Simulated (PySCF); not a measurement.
Level of theory: PBE-D3(BJ)/def2-TZVP // PBE0-D3(BJ)/def2-TZVP run with PySCF. Isolated molecules, 0 K electronic values unless said otherwise. Delta-SCF ions had no search for a lower state. 

Reference species (SMILES): `[GeH4]` (neutral, multiplicity 1).

```json
{
 "HOMO": "-8.35 eV",
 "vertical ionisation energy (Delta-SCF)": "11.90 eV"
}
```

Changed species: `I`.

Q: What does the change do to the HOMO and vertical ionisation energy (Delta-SCF)?

A: the HOMO rises by 1.58 eV, to -6.77 eV; the vertical ionisation energy (Delta-SCF) drops by 1.38 eV, to 10.52 eV.
